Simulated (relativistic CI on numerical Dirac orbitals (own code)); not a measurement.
Method of calculation: Dirac-Coulomb-Breit CI, separate exchange-only KLI orbitals for each configuration, model QED (radiative potential, 1s self-energy scaled to tabulated hydrogen-like ionisation energies), unscaled Slater integrals (own radial code, finite nucleus).

CI space (outside the closed core [Ar] 3d10): 4s2.4p6.4d10.4f2, 4s2.4p6.4d9.4f3, 4s2.4p6.4d10.4f.5s, 4s2.4p6.4d10.4f.5p, 4s2.4p6.4d10.5s2, 4s2.4p5.4d10.4f3, 4s2.4p6.4d10.5s.5p, 4s2.4p6.4d10.4f.5d, 4s2.4p6.4d10.5p2, 4s.4p6.4d10.4f3, 4s2.4p6.4d10.5s.5d, 4s2.4p6.4d9.4f2.5s, 4s2.4p6.4d10.4f.5f, 4s2.4p6.4d10.5p.5d, 4s2.4p6.4d9.4f2.5p, 4s2.4p6.4d10.4f.6s, 4s2.4p6.4d10.5d2, 4s2.4p6.4d10.4f.5g, 4s2.4p6.4d10.4f.6p, 4s2.4p6.4d10.4f.6d, 4s2.4p5.4d10.4f2.5s, 4s2.4p6.4d10.4f.7s, 4s2.4p6.4d10.4f.6g, 4s.4p6.4d10.4f.5s2, 4s.4p6.4d10.4f.5p2. Double excitations out of closed p, d and f shells are left out; levels of such configurations are missing from the list, as are those of other unlisted configurations, and high levels can miss mixing partners.

At this charge energies of transitions that change n are usually good to better than 1 %, and those within a shell (Δn = 0) to a few per cent. Terms inside the open d or f shell come out 10 to 20 % too wide with unscaled integrals.

Outline of the computed level scheme of Pt XXXI. Lowest level of each configuration: 4s2.4p6.4d10.4f2 3H_4 at 0.000 eV; 4s2.4p6.4d10.4f.5s 3F°_2 at 182.155 eV; 4s2.4p6.4d9.4f3 5H°_3 at 214.383 eV.

Some strong electric-dipole decays among the lowest 45 levels: 4s2.4p6.4d9.4f3 3D°_3 → 4s2.4p6.4d10.4f2 3F_2 (2.9e+09 s⁻¹).

LS names give the leading component of a level, which can be under half, so a name can repeat, a term be missing and a line seem to break the LS rules.
